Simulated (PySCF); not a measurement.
Species: C6H9NS.
Numbering: `[CH3:1][C@@H:2]1[CH2:3][CH2:4][C@H:5]([C:6]#[N:7])[S:8]1` (hydrogens: H9, H10, H11 on C1; H12 on C2; H13, H14 on C3; H15, H16 on C4; H17 on C5)

Computed by this run: PBE0-D3(BJ)/def2-SVP geometry optimisation, gas phase in PySCF 2.14.0; density fitting, grid level 1; the optimiser is geomeTRIC in internal coordinates, started from a GFN2-xTB structure.

Step 0: E = -18672.0678 eV
```
atom  x, y, z in Å  |  force x, y, z in eV/Å
C1     -1.9383   -0.1232   -1.1235    0.211  -0.095   0.459
C2     -1.1132   -0.2476    0.1441    0.208  -0.005  -0.404
C3     -0.1752    0.9369    0.3705    0.127  -0.482   0.341
C4      1.0209    0.4452    1.1763   -0.219   0.040  -0.345
C5      1.5005   -0.8135    0.4574   -0.646  -0.168   0.236
C6      2.1559   -0.5029   -0.7845   -0.347  -0.284   1.017
N7      2.6339   -0.2444   -1.7910    0.872   0.464  -1.651
S8     -0.0404   -1.7508    0.0747    0.041  -0.074   0.164
H9     -2.5887   -0.9867   -1.2418   -0.311  -0.285  -0.128
H10    -2.5539    0.7737   -1.0792   -0.309   0.347  -0.004
H11    -1.2872   -0.0599   -1.9934    0.232   0.020  -0.331
H12    -1.7667   -0.3960    1.0081   -0.164   0.052   0.234
H13     0.1731    1.3093   -0.5962    0.060   0.162  -0.274
H14    -0.6984    1.7446    0.8829   -0.170   0.319   0.106
H15     1.8129    1.1944    1.2247    0.260   0.214   0.086
H16     0.7170    0.1850    2.1920   -0.031  -0.111   0.291
H17     2.1408   -1.4522    1.0690    0.187  -0.113   0.203
```

**Question.** Estimate the geometry and energy of step 1. (The exact step hangs on the optimiser's Hessian estimate; all steps are aligned on step 0, rigid shifts and turns removed.)

**Answer.** E = -18672.1251 eV, largest force 0.145 eV/Å
```
atom  x, y, z in Å  |  force x, y, z in eV/Å
C1     -1.9665   -0.1265   -1.1128   -0.008   0.018  -0.079
C2     -1.1215   -0.2496    0.1392   -0.049  -0.024   0.096
C3     -0.1803    0.9331    0.3694   -0.014   0.091  -0.046
C4      1.0213    0.4438    1.1574    0.019   0.008   0.087
C5      1.4921   -0.8248    0.4388    0.065  -0.036   0.125
C6      2.2177   -0.5114   -0.7884   -0.114  -0.025  -0.056
N7      2.7640   -0.2360   -1.7713    0.070  -0.001  -0.006
S8     -0.0489   -1.7576    0.0933    0.034   0.002  -0.067
H9     -2.6271   -0.9959   -1.2487    0.012   0.012   0.016
H10    -2.6024    0.7732   -1.0590    0.018  -0.025   0.010
H11    -1.3220   -0.0472   -2.0022   -0.031   0.001   0.008
H12    -1.7762   -0.3776    1.0188    0.041   0.002  -0.035
H13     0.1590    1.3231   -0.6065   -0.018  -0.018   0.031
H14    -0.7069    1.7549    0.8815    0.018  -0.027  -0.015
H15     1.8250    1.1943    1.2201   -0.015  -0.018  -0.012
H16     0.7291    0.1677    2.1840    0.014   0.006  -0.037
H17     2.1367   -1.4516    1.0766   -0.043   0.033  -0.019
```

The energy changes by -0.0573 eV. The first-order estimate −F·Δx gives -0.1166 eV and the mean of the old and new forces, exact on a quadratic surface, -0.0554 eV. The step makes an angle of 76° with the force vector and moves no atom by more than 0.132 Å.

The cost below is that of the whole optimisation. Rough CPU time on one thread of a shared machine: about 4 min.
